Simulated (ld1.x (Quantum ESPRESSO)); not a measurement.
**LDA (PZ) TM dataset for Ni (Z = 28), scalar-relativistic all-electron reference.**

The input file (ld1.x (Quantum ESPRESSO) 7.5):

```
&input
   title='Ni', zed=28., rel=1, dft='PZ', iswitch=3,
   config='[Ar] 3d8 4s2 4p0',
   nld=3, rlderiv=2.60, eminld=-7.0, emaxld=5.0, deld=0.02
 /
 &inputp
   pseudotype=2, tm=.true., lloc=2,
   nlcc=.true.,
   file_pseudopw='Ni.UPF', file_wfcaegen='ae.wfc', file_wfcncgen='nc.wfc', file_beta='beta', file_chi='chi'
 /
3
4S  1  0   2.00   0.00  2.40  2.40  0.0
3P  2  1   6.00   0.00  0.95  0.95  0.0
3D  3  2   8.00   0.00  0.80  0.80  0.0
 &test
   configts(1)='3p6 3d8 4s2 4p0'
 /
```

Command:

```bash
ld1.x < Ni.in > Ni.out
```

Output (shortened: banner, matrices, multipoles, cross overlaps and the repeated all-electron block are left out):

```
Program LD1 v.7.5
     --------------------------- All-electron run ----------------------------

     Ni
     scalar relativistic calculation

     atomic number is 28.00
     dft =PZ   lsd =0 sic =0 latt =0  beta=0.20 tr2=1.0E-14
     Exchange-correlation= PZ
                           (   1   1   0   0   0   0   0)
     mesh =1195 r(mesh) =  98.77016 a.u. xmin = -7.00 dx = 0.01250
     1 Ry =  13.60569312 eV, c = 137.03599908

     n l     nl                  e(Ry)          e(Ha)          e(eV)
     1 0     1S 1( 2.00)      -602.3315      -301.1658     -8195.1378
     2 0     2S 1( 2.00)       -72.0170       -36.0085      -979.8406
     2 1     2P 1( 6.00)       -62.0451       -31.0226      -844.1671
     3 0     3S 1( 2.00)        -8.1215        -4.0607      -110.4982
     3 1     3P 1( 6.00)        -5.2373        -2.6186       -71.2568
     3 2     3D 1( 8.00)        -0.6716        -0.3358        -9.1379
     4 0     4S 1( 2.00)        -0.4311        -0.2156        -5.8660
     4 1     4P 1( 0.00)        -0.0986        -0.0493        -1.3419

     final scf error:  8.2E-15 reached in  33 iterations

     Etot =   -3036.111944 Ry,   -1518.055972 Ha,  -41308.407400 eV

     Ekin =    3076.963985 Ry,    1538.481993 Ha,   41864.227733 eV
     Encl =   -7292.256356 Ry,   -3646.128178 Ha,  -99216.202148 eV
     Eh   =    1300.582333 Ry,     650.291167 Ha,   17695.324110 eV
     Exc  =    -121.401907 Ry,     -60.700954 Ha,   -1651.757096 eV

     normalization and overlap integrals

     s(1S/1S) =  1.000000  <r> =   0.0542  <r2> =    0.0039  r(max) =   0.0353
     s(2S/2S) =  1.000000  <r> =   0.2454  <r2> =    0.0711  r(max) =   0.2055
     s(2P/2P) =  1.000000  <r> =   0.2155  <r2> =    0.0570  r(max) =   0.1641
     s(3S/3S) =  1.000000  <r> =   0.7415  <r2> =    0.6357  r(max) =   0.6410
     s(3P/3P) =  1.000000  <r> =   0.7794  <r2> =    0.7184  r(max) =   0.6491
     s(3D/3D) =  1.000000  <r> =   1.0112  <r2> =    1.3888  r(max) =   0.6252
     s(4S/4S) =  1.000000  <r> =   2.7825  <r2> =    9.0536  r(max) =   2.2096
     s(4P/4P) =  1.000000  <r> =   4.2142  <r2> =   21.5588  r(max) =   3.1355

     ------------------------ End of All-electron run ------------------------

     --------------------- Generating NC pseudopotential ---------------------

      Generating local pot.: lloc=2, matching radius rcloc =   0.8000

      Computing core charge for nlcc:

       r > 0.35 : true rho core
       r < 0.35 : rho core = a sin(br)/r    a=  59.69  b=   7.35

      Integrated core pseudo-charge :   5.78

      Wfc   4S  rcut= 2.382  Using Troullier-Martins method

      Wfc   3P  rcut= 0.944  Using Troullier-Martins method

     ------------------- End of pseudopotential generation -------------------

     Computing logarithmic derivative in   2.61579
     Computing logarithmic derivative in   2.61579
     Computing the partial wave expansion
     R is outside the sphere for l=    0 j= 0.00
     R is outside the sphere for l=    1 j= 0.00
       no projector for channel:   2

     ---------------------- Testing the pseudopotential ----------------------

     Ni
     scalar relativistic calculation

     atomic number is 28.00   valence charge is 16.00
     dft =PZ   lsd =0 sic =0 latt =0  beta=0.20 tr2=1.0E-14
     mesh =1195 r(mesh) =  98.77016 xmin = -7.00 dx = 0.01250

     n l     nl             e AE (Ry)        e PS (Ry)    De AE-PS (Ry)
     2 1     3P   1( 6.00)       -5.23728       -5.23736        0.00008
     3 2     3D   1( 8.00)       -0.67162       -0.67155       -0.00007
     1 0     4S   1( 2.00)       -0.43115       -0.43115        0.00000
     3 1     4P   1( 0.00)       -0.09863       -0.09916        0.00053

     eps = 5.6E-15  iter = 20

     Etot =   -3036.111944 Ry,   -1518.055972 Ha,  -41308.407400 eV
     Etotps =  -272.845276 Ry,    -136.422638 Ha,   -3712.249098 eV

     Ekin =     192.324300 Ry,      96.162150 Ha,    2616.705400 eV
     Encl =    -675.928573 Ry,    -337.964286 Ha,   -9196.476734 eV
     Ehrt =     224.662159 Ry,     112.331079 Ha,    3056.684385 eV
     Ecxc =     -49.371733 Ry,     -24.685867 Ha,    -671.736648 eV
     (Ecc =     -16.770052 Ry,      -8.385026 Ha,    -228.168188 eV)
     Epseu=      35.468571 Ry,      17.734286 Ha,     482.574499 eV

     ---------------------- End of pseudopotential test ----------------------
```

Note: ghost state, extra bound levels that the all-electron valence spectrum of the same l lacks: s at -605.8 eV. A true bound ghost makes a file unfit for plane-wave use.

Generation and configuration tests took about 2.3 s on one core of a shared server CPU.

Transferability test of the new file with ld1.x, input:

```
&input
   title='Ni', zed=28., rel=1, dft='PZ', iswitch=2,
   config='[Ar] 3d8 4s2 4p0'
 /
 &test
   file_pseudo='Ni.UPF', nconf=10,
   configts(1)='3p6 3d8 4s2 4p0',
   configts(2)='3p6 3d8 4s1 4p0',
   configts(3)='3p6 3d8 4s0 4p0',
   configts(4)='3p6 3d7 4s0 4p0',
   configts(5)='3p6 3d8 4s1.5 4p0',
   configts(6)='3p6 3d6 4s0 4p0',
   configts(7)='3p6 3d8 4s0 4p1',
   configts(8)='3p6 3d8 4s1 4p1',
   configts(9)='3p6 3d8 4s2 4p0', lsdts(9)=1,
   configts(10)='3p6 3d8 4s1 4p0', lsdts(10)=1
 /
```

```bash
ld1.x < Ni.test.in > Ni.test.out
```

Pseudopotential blocks of its output, shortened (energy terms left out; the distinct warnings before each block abridged to one line each):

```
     ---------------------- Testing the pseudopotential ----------------------

     n l     nl             e AE (Ry)        e PS (Ry)    De AE-PS (Ry)
     2 1     3P   1( 6.00)       -5.23728       -5.23736        0.00008
     3 2     3D   1( 8.00)       -0.67162       -0.67155       -0.00007
     1 0     4S   1( 2.00)       -0.43115       -0.43115        0.00000
     3 1     4P   1( 0.00)       -0.09863       -0.09916        0.00053

     eps = 6.1E-15  iter = 20

     Etot =   -3036.111944 Ry,   -1518.055972 Ha,  -41308.407400 eV
     Etotps =  -272.845276 Ry,    -136.422638 Ha,   -3712.249089 eV

     ---------------------- End of pseudopotential test ----------------------

          ---------------------- Testing the pseudopotential ----------------------

     n l     nl             e AE (Ry)        e PS (Ry)    De AE-PS (Ry)
     2 1     3P   1( 6.00)       -5.91349       -5.90707       -0.00642  !
     3 2     3D   1( 8.00)       -1.34216       -1.33707       -0.00509  !
     1 0     4S   1( 1.00)       -0.99315       -0.99372        0.00058
     3 1     4P   1( 0.00)       -0.57324       -0.57372        0.00048

     eps = 6.7E-15  iter = 17

     Etot =   -3035.406302 Ry,   -1517.703151 Ha,  -41298.806649 eV
     Etotps =  -272.139452 Ry,    -136.069726 Ha,   -3702.645869 eV
     dEtot_ae =       0.705642 Ry
     dEtot_ps =       0.705824 Ry,   Delta E=      -0.000181 Ry

     ---------------------- End of pseudopotential test ----------------------

          Warning: n=1, l=0 expected 0 nodes, found 1
     ---------------------- Testing the pseudopotential ----------------------

     n l     nl             e AE (Ry)        e PS (Ry)    De AE-PS (Ry)
     2 1     3P   1( 6.00)       -6.69209       -6.68531       -0.00678  !
     3 2     3D   1( 8.00)       -2.10990       -2.10557       -0.00433
     1 0     4S   1( 0.00)       -1.60533       -1.60533        0.00000
     3 1     4P   1( 0.00)       -1.10670       -1.10975        0.00305

     eps = 2.5E-16  iter = 12

     Etot =   -3034.108361 Ry,   -1517.054180 Ha,  -41281.147256 eV
     Etotps =  -270.838380 Ry,    -135.419190 Ha,   -3684.943890 eV
     dEtot_ae =       2.003584 Ry
     dEtot_ps =       2.006895 Ry,   Delta E=      -0.003311 Ry

     ---------------------- End of pseudopotential test ----------------------

          ---------------------- Testing the pseudopotential ----------------------

     n l     nl             e AE (Ry)        e PS (Ry)    De AE-PS (Ry)
     2 1     3P   1( 6.00)       -8.13124       -8.12827       -0.00297
     3 2     3D   1( 7.00)       -3.48270       -3.47962       -0.00308
     1 0     4S   1( 0.00)       -2.46620       -3.17317        0.70697  !
     3 1     4P   1( 0.00)       -1.86648       -1.87139        0.00491

     eps = 7.6E-15  iter = 15

     Etot =   -3031.330247 Ry,   -1515.665124 Ha,  -41243.349100 eV
     Etotps =  -268.064200 Ry,    -134.032100 Ha,   -3647.199248 eV
     dEtot_ae =       4.781697 Ry
     dEtot_ps =       4.781075 Ry,   Delta E=       0.000622 Ry

     ---------------------- End of pseudopotential test ----------------------

          ---------------------- Testing the pseudopotential ----------------------

     n l     nl             e AE (Ry)        e PS (Ry)    De AE-PS (Ry)
     2 1     3P   1( 6.00)       -5.56044       -5.55734       -0.00310
     3 2     3D   1( 8.00)       -0.99253       -0.98997       -0.00256
     1 0     4S   1( 1.50)       -0.70250       -0.70253        0.00003
     3 1     4P   1( 0.00)       -0.32336       -0.32388        0.00052

     eps = 1.7E-15  iter = 17

     Etot =   -3035.829487 Ry,   -1517.914743 Ha,  -41304.564372 eV
     Etotps =  -272.562794 Ry,    -136.281397 Ha,   -3708.405726 eV
     dEtot_ae =       0.282457 Ry
     dEtot_ps =       0.282482 Ry,   Delta E=      -0.000025 Ry

     ---------------------- End of pseudopotential test ----------------------

          ---------------------- Testing the pseudopotential ----------------------

     n l     nl             e AE (Ry)        e PS (Ry)    De AE-PS (Ry)
     2 1     3P   1( 6.00)       -9.76211       -9.76911        0.00700  !
     3 2     3D   1( 6.00)       -5.05494       -5.05834        0.00340
     1 0     4S   1( 0.00)       -3.43060       -3.43060        0.00000
     3 1     4P   1( 0.00)       -2.74049       -2.74979        0.00930  !

     eps = 4.4E-15  iter = 20

     Etot =   -3027.077101 Ry,   -1513.538551 Ha,  -41185.482099 eV
     Etotps =  -263.811080 Ry,    -131.905540 Ha,   -3589.332593 eV
     dEtot_ae =       9.034843 Ry
     dEtot_ps =       9.034196 Ry,   Delta E=       0.000647 Ry

     ---------------------- End of pseudopotential test ----------------------

          ---------------------- Testing the pseudopotential ----------------------

     n l     nl             e AE (Ry)        e PS (Ry)    De AE-PS (Ry)
     2 1     3P   1( 6.00)       -6.03387       -6.02664       -0.00723  !
     3 2     3D   1( 8.00)       -1.45792       -1.45267       -0.00525  !
     1 0     4S   1( 0.00)       -1.06639       -1.06975        0.00336
     3 1     4P   1( 1.00)       -0.63661       -0.63791        0.00130

     eps = 1.3E-15  iter = 23

     Etot =   -3034.981995 Ry,   -1517.490998 Ha,  -41293.033659 eV
     Etotps =  -271.714113 Ry,    -135.857056 Ha,   -3696.858832 eV
     dEtot_ae =       1.129949 Ry
     dEtot_ps =       1.131163 Ry,   Delta E=      -0.001214 Ry

     ---------------------- End of pseudopotential test ----------------------

          ---------------------- Testing the pseudopotential ----------------------

     n l     nl             e AE (Ry)        e PS (Ry)    De AE-PS (Ry)
     2 1     3P   1( 6.00)       -5.38168       -5.37673       -0.00494
     3 2     3D   1( 8.00)       -0.81217       -0.80816       -0.00401
     1 0     4S   1( 1.00)       -0.52244       -0.52270        0.00025
     3 1     4P   1( 1.00)       -0.16628       -0.16650        0.00021

     eps = 2.3E-15  iter = 21

     Etot =   -3035.767989 Ry,   -1517.883994 Ha,  -41303.727646 eV
     Etotps =  -272.501580 Ry,    -136.250790 Ha,   -3707.572870 eV
     dEtot_ae =       0.343956 Ry
     dEtot_ps =       0.343696 Ry,   Delta E=       0.000260 Ry

     ---------------------- End of pseudopotential test ----------------------

          ---------------------- Testing the pseudopotential ----------------------

     n l     nl             e AE (Ry)        e PS (Ry)    De AE-PS (Ry)
     2 1     3P   1( 3.00)       -5.30492       -5.30899        0.00407
     3 2     3D   1( 5.00)       -0.73198       -0.73317        0.00118
     1 0     4S   1( 1.00)       -0.44254       -0.44197       -0.00057
     3 1     4P   1( 0.00)       -0.10262       -0.10312        0.00050
     2 1     3P   2( 3.00)       -5.15295       -5.14771       -0.00524  !
     3 2     3D   2( 3.00)       -0.59791       -0.59564       -0.00227
     1 0     4S   2( 1.00)       -0.41875       -0.41953        0.00078
     3 1     4P   2( 0.00)       -0.09479       -0.09522        0.00044

     eps = 6.6E-15  iter = 18

     Etot =   -3036.178997 Ry,   -1518.089499 Ha,  -41309.319706 eV
     Etotps =  -272.914068 Ry,    -136.457034 Ha,   -3713.185052 eV
     dEtot_ae =      -0.067053 Ry
     dEtot_ps =      -0.068792 Ry,   Delta E=       0.001739 Ry

     ---------------------- End of pseudopotential test ----------------------

          ---------------------- Testing the pseudopotential ----------------------

     n l     nl             e AE (Ry)        e PS (Ry)    De AE-PS (Ry)
     2 1     3P   1( 3.00)       -5.97656       -5.97289       -0.00367
     3 2     3D   1( 5.00)       -1.40327       -1.39863       -0.00464
     1 0     4S   1( 1.00)       -1.03277       -1.03261       -0.00016
     3 1     4P   1( 0.00)       -0.60330       -0.60363        0.00033
     2 1     3P   2( 3.00)       -5.82008       -5.80854       -0.01154  !
     3 2     3D   2( 3.00)       -1.25181       -1.24435       -0.00746  !
     1 0     4S   2( 0.00)       -0.92807       -0.92947        0.00141
     3 1     4P   2( 0.00)       -0.52107       -0.52176        0.00068

     eps = 2.6E-16  iter = 17

     Etot =   -3035.506957 Ry,   -1517.753478 Ha,  -41300.176124 eV
     Etotps =  -272.241171 Ry,    -136.120586 Ha,   -3704.029829 eV
     dEtot_ae =       0.604988 Ry
     dEtot_ps =       0.604104 Ry,   Delta E=       0.000883 Ry

     ---------------------- End of pseudopotential test ----------------------
```
